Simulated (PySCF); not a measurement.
C5H10S, SMILES CC(C)/C=C\S, GFN2-xTB optimised geometry.

```
16

C      2.32     0.62    -1.20
C      1.37     0.64     0.00
C      2.16     0.72     1.31
C      0.51    -0.58     0.00
C     -0.82    -0.58     0.00
S     -1.80     0.90     0.00
H      1.76     0.57    -2.13
H      2.97    -0.25    -1.15
H      2.94     1.51    -1.21
H      0.73     1.53    -0.07
H      2.78     1.61     1.32
H      2.81    -0.15     1.41
H      1.49     0.75     2.16
H      1.02    -1.53     0.00
H     -1.40    -1.49     0.00
H     -2.97     0.28    -0.03
```

Density from B3LYP/def2-TZVP run with PySCF at that geometry.

Minimum of the electron density along straight lines between bonded atoms, close to the bond critical point (lines longer than 1.1 times the sum of covalent radii, or with two minima, are not listed):

```
bond    length / Å  ρ at the minimum / e bohr⁻³  ∇²ρ there / e bohr⁻⁵  position (fraction from the first atom)
------  ----------  ---------------------------  --------------------  ---------------------------------------
C1–C2        1.529                        0.246                 -0.61                                     0.50
C2–C3        1.530                        0.245                 -0.61                                     0.50
C2–C4        1.497                            ?                 -0.70                                     0.49
C4–C5        1.324                        0.358                 -1.10                                     0.49
C5–S6        1.771                            ?                 -0.37                                     0.48
C1–H7        1.088                        0.281                 -0.97                                     0.64
C1–H8        1.088                        0.280                 -0.96                                     0.64
C1–H9        1.087                        0.281                 -0.97                                     0.64
C2–H10       1.095                        0.281                 -0.97                                     0.64
C3–H11       1.087                        0.281                 -0.97                                     0.64
C3–H12       1.088                        0.280                 -0.96                                     0.64
C3–H13       1.088                        0.282                 -0.97                                     0.64
C4–H14       1.082                        0.285                 -1.00                                     0.64
C5–H15       1.077                        0.290                 -1.04                                     0.65
S6–H16       1.331                            ?                 -0.68                                     0.63
```

Task: Some entries are withheld; supply them.

Result: 
- C2–C4, ρ at the minimum / e bohr⁻³: 0.264
- C5–S6, ρ at the minimum / e bohr⁻³: 0.197
- S6–H16, ρ at the minimum / e bohr⁻³: 0.223
